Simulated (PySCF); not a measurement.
# A search over the determinants of SrO

Unrestricted PBE0; PySCF, spin-free X2C with a Gaussian nucleus, basis sets Sr x2c-TZVPPall, O x2c-TZVPPall. Outer shells of the fragments: Sr 5s2; O 2s2 2p4.

Followed along the bond (rough minima from three points):

| 2Ms+1 | unpaired | ⟨S²⟩ at the start | R at minimum (Å) | Te (eV) |
| --- | --- | --- | --- | --- |
| 1 | none | 0.00 | 1.90 | 0.00 |
| 3 | σ ↑, π ↑ | 2.00 | 2.19 | 0.94 |
| 1 | σ ↓, π ↑ | 1.01 | 2.19 | 0.95 |
| 3 | π ↑↑ | 2.00 | 2.19 | 2.56 |

Solutions found at the starting distance of 2.310 Å, counted from the lowest of them; the search is not exhaustive and high or unbound solutions are not listed, so other states can lie among these:

| 2Ms+1 | unpaired | term | E (eV) | ⟨S²⟩ | ⟨Lz²⟩ | μ (D) |
| --- | --- | --- | --- | --- | --- | --- |
| 3 | σ ↑, π ↑ | ³Π | 0.00 | 2.00 | 1.01 | -4.22 |
| 1 | σ ↓, π ↑ | mixed | 0.01 | 1.01 | 1.01 | -4.24 |
| 1 | none | ¹Σ⁺ | 0.20 | 0.00 | 0.00 | -10.43 |
| 3 | π ↑↑ | mixed | 1.62 | 2.00 | 2.01 | -2.94 |
| 1 | π ↑↓ | mixed | 1.65 | 1.01 | 2.01 | -2.92 |
| 3 | π ↑↑ | mixed | 1.66 | 2.00 | 2.01 | -2.93 |
| 3 | π ↑, δ ↑ | mixed | 2.01 | 2.00 | 5.01 | -7.30 |
| 1 | π ↑, δ ↓ | mixed | 2.01 | 1.01 | 5.01 | -7.28 |
| 1 | π ↑, δ ↓ | mixed | 2.01 | 1.01 | 4.91 | -7.17 |
| 3 | π ↑, δ ↑ | mixed | 2.02 | 2.00 | 4.86 | -7.13 |

A term symbol is given only where ⟨S²⟩ and ⟨Lz²⟩ are close to those of a pure state; real π, δ and φ orbitals otherwise mix terms. A positive dipole means Sr(−)O(+).

Problem. Compare the gap between the two lowest followed solutions at the starting distance with the gap between their minima.

Solution. At PBE0 the second solution (triplet, unpaired electrons σ ↑, π ↑) lies -0.20 eV from the first (singlet, closed shell) at 2.310 Å and +0.94 eV at the minima; the two curves relax by different amounts, since their minima lie near 2.19 and 1.90 Å.

Counting both spins, an empty level lies below a filled one in some of these solutions, because spin and occupation are held.
